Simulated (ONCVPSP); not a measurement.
# cobalt (Co), ONCV: configuration errors across variants

cobalt, optimised norm-conserving Vanderbilt (ONCV), made with ONCVPSP 4.0.1 (PW91, scalar-relativistic). Core [Ne] 3s2, reference 3p6 3d7 4s1.5 4p0.5. Waves: 4s: rc 2.40 bohr, ncon 3, nbas 8, qcut 3.5 1/bohr, 2 projectors, debl 3.8 Ha; 3p+4p: rc 1.15 bohr, ncon 5, nbas 8, qcut 15 1/bohr, 2 projectors; 3d: rc 1.50 bohr, ncon 4, nbas 9, qcut 9 1/bohr, 1 projector. Local part: polynomial inside 0.75 bohr (lpopt 5, dvloc0 4 Ha). Core correction: none.

All-electron excitation energies from the reference (eV): (1) 3p6 3d7 4s2 4p0 -2.144; (2) 3p6 3d7 4s1 4p0 6.952; (3) 3p6 3d7 4s0 4p0 23.792.

1 further variants failed, have other tests or another functional or relativity, and are left out.

A true bound ghost makes a file unfit for plane-wave use even where its test errors are small: the radial tests pick states by their node count and pass the ghost by.

Errors AE − PS in meV (a dash: test not solved or not reliable):

| change | (1) | (2) | (3) | bound ghosts | GHOST(+) flags above zero |
| --- | --- | --- | --- | --- | --- |
| base | -1.1 | -0.3 | -12 | s | none |
| all radii scaled by about 1.04 (s 2.50, p 1.20, d 1.56 bohr); local potential polynomial inside 0.78 bohr (lpopt 5, dvloc0 4 Ha) | -1.2 | -0.2 | -14 | s | none |
| d: rc 1.04 | -1.4 | -1.3 | -22 | s | none |
| s: debl 2.8 | -1.1 | -0.5 | -12 | s | none |
| core correction polynomial model core, fcfact 0.35 | -1.2 | -0.9 | -22 | s | none |
| s: qcut 2.8; p: qcut 11.8; d: qcut 7.1 | -1.5 | +0.9 | -9.5 | s | none |
| local potential polynomial inside 1.10 bohr (lpopt 5, dvloc0 2 Ha) | -1.0 | -0.1 | -12 | none | s |

Problem. Give the same row for: s: ncon 4, nbas 9.

Solution. -0.8, -0.6, -10; bound ghosts: s; GHOST(+) flags above zero: none.
